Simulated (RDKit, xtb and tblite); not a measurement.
Torsional profile of C8H10OSi, SMILES c1(cccc(O[SiH3])c1)C=C. Scanned: dihedral C1–C2–C3–C4 and dihedral C6–C7–O8–Si9; all other coordinates were relaxed at GFN2-xTB. Points at φ and −φ are mirror images. Heavy atoms are numbered in the order of the SMILES C=Cc1cccc(O[SiH3])c1, hydrogens after them in the order of the atoms that carry them; the mirror image has the same energies with the sign of each dihedral reversed.

Methods: GFN2-xTB (xtb and tblite); MMFF94 // GFN2-xTB (RDKit); UFF // GFN2-xTB (RDKit).

Energies in kJ/mol at chosen points (x: dihedral C1–C2–C3–C4 (°); y: dihedral C6–C7–O8–Si9 (°)), relative to x = -150, y = 180:

```tsv
method	(0, -120)	(-150, -120)	(-60, -150)	(0, 180)	(90, -150)	(-150, 60)	(150, 150)
GFN2-xTB	4.1	5.0	8.8	-0.8	14.5	5.0	1.9
MMFF94	7.0	5.7	2.9	1.4	5.4	5.7	1.4
UFF	23.7	22.9	17.4	1.3	27.9	22.8	6.8
```

MMFF94 has few fitted parameters for silicon.
